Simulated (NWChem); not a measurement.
All runs are NWChem calculations. System: H$_{3}$Si$_{2}$, charge 0, spin multiplicity 2, at a geometry optimised with UPBE0/def2-SVP. The structure started from a generated list of species. Its SCF solution wasn't tested for a lower state. Level: ROCCSD(T)/def2-TZVP, 10 core orbitals frozen.

Output (cleaned and shortened):

```
             Northwest Computational Chemistry Package (NWChem) 7.3.0
             --------------------------------------------------------

                                NWChem Input Module
                                -------------------

 Scaling coordinates for geometry "geometry" by  1.889725989
 (inverse scale =  0.529177249)

 Turning off AUTOSYM since
 SYMMETRY directive was detected!

                             Geometry "geometry" -> ""
                             -------------------------

 Output coordinates in angstroms (scale by  1.889725989 to convert to a.u.)

  No.       Tag          Charge          X              Y              Z
 ---- ---------------- ---------- -------------- -------------- --------------
    1 Si                  14.0000    -1.35489500     0.08946500     0.00000000
    2 Si                  14.0000     1.02045000    -0.08507500     0.00000000
    3 H                    1.0000     1.63532200    -0.71635000     1.21345000
    4 H                    1.0000     1.41158000     1.37124200     0.00000000
    5 H                    1.0000     1.63532200    -0.71635000    -1.21345000

 Effective nuclear repulsion energy (a.u.)      65.8794222964

            Nuclear Dipole moment (a.u.)
            ----------------------------
        X                 Y               Z
 ---------------- ---------------- ----------------
    -0.0000113384     0.0000037795     0.0000000000

      Symmetry information
      --------------------

 Group name             Cs
 Group number              2
 Group order               2
 No. of unique centers     4

      Symmetry unique atoms

     1    2    3    4


 Summary of "ao basis" -> "" (spherical)
 ------------------------------------------------------------------------------
       Tag                 Description            Shells   Functions and Types
 ---------------- ------------------------------  ------  ---------------------
 *                         def2-tzvp                  on all atoms

 Summary of "ao basis" -> "ao basis" (spherical)
 ------------------------------------------------------------------------------
       Tag                 Description            Shells   Functions and Types
 ---------------- ------------------------------  ------  ---------------------
 Si                        def2-tzvp                13       37   5s5p2d1f
 H                         def2-tzvp                 4        6   3s1p

                                 NWChem SCF Module
[...]
     T(1) DIIS level shift : 0.00D+00
     L(1) DIIS level shift : 0.00D+00
     T(R) DIIS level shift : 0.00D+00
     T(I) DIIS level shift : 0.00D+00
   CC-T/L Amplitude update :  5-th order DIIS
                I/O scheme : Global Array Library
        L-threshold :  0.10D-05
        EOM-threshold :  0.10D-05
 no EOMCCSD initial starts read in
 TCE RESTART OPTIONS
 SLICE:      F
 D4D5:       F
 quantumc:   F
 qrotation:  F
 pwtce:      F
 qducc:      F
 nacto:                         0
 nrotv:                         0
 nrot:                          0

            Memory Information
            ------------------
          Available GA space size is     249019872 doubles
          Available MA space size is     104852204 doubles

 Maximum block size supplied by input
 Maximum block size        24 doubles

 tile_dim =     17

 -------------------------------------------------
   1    alpha     a'     4 doubles       0       1
   2    alpha     a"     1 doubles       4       2
   3    alpha     a"     1 doubles       5       3
   4    beta      a'     4 doubles       6       4
   5    beta      a"     1 doubles      10       5
   6    alpha     a'    16 doubles      11       6
   7    alpha     a'    16 doubles      27       7
   8    alpha     a'    17 doubles      43       8
   9    alpha     a"    13 doubles      60       9
  10    alpha     a"    14 doubles      73      10
  11    beta      a'    16 doubles      87      11
  12    beta      a'    16 doubles     103      12
  13    beta      a'    17 doubles     119      13
  14    beta      a"     1 doubles     136      14
  15    beta      a"    13 doubles     137      15
  16    beta      a"    14 doubles     150      16

 Global array virtual files algorithm will be used

 Parallel file system coherency ......... OK

 4-electron integrals stored in orbital form

 v2    file size   =          4523050
 4-index algorithm nr.  13 is used
 imaxsize =       30
 imaxsize ichop =        0


CCSD iterations
 ---------------------------------------------------------
 Iter          Residuum       Correlation     Cpu    Wall
 ---------------------------------------------------------
    1   0.1309503308161  -0.2012199546580     1.3     1.3
    2   0.0412355903987  -0.2313028417630     1.3     1.3
    3   0.0168313207457  -0.2383995780046     1.4     1.4
    4   0.0080047151714  -0.2407508759373     1.3     1.3
    5   0.0042839528884  -0.2416438610685     1.3     1.3
    6   0.0015166769039  -0.2423806541975     1.3     1.3
    7   0.0007878101171  -0.2424103333280     1.4     1.4
    8   0.0005071938122  -0.2424175481611     1.3     1.3
    9   0.0003272853721  -0.2424285552590     1.3     1.3
   10   0.0002222057412  -0.2424327304193     1.3     1.3
   11   0.0000501699154  -0.2424442802517     1.3     1.3
   12   0.0000271473124  -0.2424462479803     1.3     1.3
   13   0.0000189273846  -0.2424468299533     1.3     1.3
   14   0.0000144888238  -0.2424469746996     1.3     1.3
   15   0.0000116110249  -0.2424469582159     1.3     1.3
   16   0.0000070108907  -0.2424464849305     1.3     1.3
   17   0.0000049236543  -0.2424468173236     1.3     1.3
   18   0.0000041059541  -0.2424469001505     1.4     1.4
   19   0.0000035022251  -0.2424469459963     1.3     1.3
   20   0.0000030629244  -0.2424469526698     1.3     1.3
   21   0.0000016568624  -0.2424469349321     1.3     1.3
   22   0.0000010035022  -0.2424469821789     1.3     1.3
   23   0.0000007404326  -0.2424469824304     1.3     1.3
 -----------------------------------------------------------------
 Iterations converged
 CCSD correlation energy / hartree =        -0.242446982430352
 CCSD total energy / hartree       =      -579.780740774087121

 Singles contributions

 Doubles contributions
 CCSD(T)
 Using plain CCSD(T) code
             total no. of tasks         1295
 total no. of tasks / no. procs         1295
                         wl_min            1           1.0
                         wl_max       314432           8.2
        thresh for no. of tasks         1295

 CCSD[T]  correction energy / hartree =        -0.009163360910500
 CCSD[T] correlation energy / hartree =        -0.251610343340852
 CCSD[T] total energy / hartree       =      -579.789904134997641
 CCSD(T)  correction energy / hartree =        -0.008990012176177
 CCSD(T) correlation energy / hartree =        -0.251436994606530
 CCSD(T) total energy / hartree       =      -579.789730786263249

 Task  times  cpu:       66.0s     wall:       66.0s

 Total times  cpu:       66.0s     wall:       66.0s
```

Write an NWChem input that would produce this output.

This is not unique; one that fits is 
```
start mol
memory heap 100 mb stack 700 mb global 1900 mb
geometry units angstroms nocenter noautoz
  Si    -1.354895     0.089465     0.000000
  Si     1.020450    -0.085075     0.000000
  H      1.635322    -0.716350     1.213450
  H      1.411580     1.371242     0.000000
  H      1.635322    -0.716350    -1.213450
  symmetry group Cs
end
basis spherical
  * library def2-tzvp
end
scf
  rohf
  nopen 1
  maxiter 100
  thresh 1e-7
  semidirect memsize 60000000 filesize 0
  # guess.movecs holds the orbitals of an unrestricted PBE0 run
  vectors input guess.movecs output mol.movecs
end
tce
  freeze core 10
  ccsd(t)
  2eorb
  2emet 13
  thresh 1e-6
  maxiter 100
  tilesize 24
end
task tce energy
```
